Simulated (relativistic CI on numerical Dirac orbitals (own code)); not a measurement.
**Rh28+: sensitivity of the levels to the model**

Base calculation: Dirac-Coulomb-Breit CI, KLI orbitals optimised for each configuration, model QED, unscaled Slater integrals.

Configurations in the expansion (outside the closed core [Ne]): 3s2 3p5, 3s 3p6, 3s2 3p4 3d, 3s 3p5 3d, 3p6 3d, 3s 3p4 3d2, 3s2 3p3 3d 4p, 3p6 4s, 3s2 3p4 4s, 3s 3p4 3d 4s, 3p6 4p, 3s2 3p4 4p, 3s2 3p4 4d, 3s 3p5 4s, 3p5 3d 4p, 3s2 3p4 4f, 3s 3p5 4p, 3s 3p5 4d, 3s 3p5 4f, 3s2 3p4 5s, 3s2 3p4 5p, 3s2 3p4 5d, 3s2 3p3 4s 4p, 3s2 3p4 5f, 3s2 3p4 5g, 3s 3p4 4s2, 3s 3p5 5s, 3s 3p5 5p, 3s2 3p3 3d2, 3s2 3p2 3d3, 3s 3p3 3d3, 3s2 3p2 3d2 4s, 3s2 3p2 3d2 4p, 3s2 3p2 3d2 4d, 3p5 3d2, 3p4 3d3, 3p4 3d2 4s, 3p4 3d2 4p, 3p4 3d2 4d, 3s2 3p3 3d 4s, 3s 3p3 3d2 4s, 3s2 3p2 3d 4s2, 3s2 3p2 3d 4s 4p, 3s2 3p2 3d 4s 4d, 3p5 3d 4s, 3p4 3d 4s2, 3p4 3d 4s 4p, 3p4 3d 4s 4d, 3s2 3p3 4s2, 3s 3p3 3d 4s2, 3s2 3p2 4s2 4p, 3s2 3p2 4s2 4d, 3s2 3p3 4p2, 3s2 3p2 3d 4p2, 3s 3p3 3d 4p2, 3s2 3p2 4s 4p2, 3s2 3p2 4p3, 3s2 3p2 4p2 4d. Double excitations out of closed p, d and f shells are left out; levels of such configurations are missing from the list, as are those of other unlisted configurations, and high levels can miss mixing partners. These lack a partner that the ground configuration has and come out too high: 3s2 3p4 4f, 3s 3p5 4p, 3s 3p5 4d, 3s 3p5 4f, 3s2 3p4 5s.

The lowest level and the first level of each name with at least 55 % of one term (blank where a level has no safe partner in the second run):

| Level | Base (cm⁻¹) | Shift (cm⁻¹) |
| --- | --- | --- |
| 3s2 3p5 2P°_3/2 | 0 | 0 |
| 3s2 3p5 2P°_1/2 | 261084 | +4012 |
| 3s 3p6 2S_1/2 | 915100 | +1419 |
| 3s2 3p4 3d 4D_5/2 | 985509 | +3836 |
| 3s2 3p4 3d 4F_9/2 | 1064004 | +6313 |
| 3s2 3p4 3d 4P_1/2 | 1146934 | +4312 |
| 3s2 3p4 3d 4D_1/2 | 1199583 | +6458 |
| 3s2 3p4 3d 4F_7/2 | 1290694 | +9075 |
| 3s2 3p4 3d 2G_9/2 | 1347675 | +10867 |
| 3s 3p5 3d 4P°_1/2 | 1863914 | +3031 |
| 3s 3p5 3d 4P°_3/2 | 1886347 | +4187 |
| 3s 3p5 3d 4F°_9/2 | 1973188 | +7022 |
| 3s2 3p3 3d2 6F°_11/2 | 2088972 | +12145 |

At this charge energies of transitions that change n are usually good to better than 1 %, and those within a shell (Δn = 0) to a few per cent.

Question: One thing was changed in a second run, which moved the levels as shown. Which?
A. QED terms removed
B. valence Slater integrals scaled by 0.9
C. configuration mixing switched off
D. only the first 3 configurations
E. Breit term removed

Answer: E. Breit term removed. The Breit term mainly narrows fine-structure intervals, so removing it widens them.

LS names give the leading component of a level, which can be under half, so a name can repeat, a term be missing and a line seem to break the LS rules.
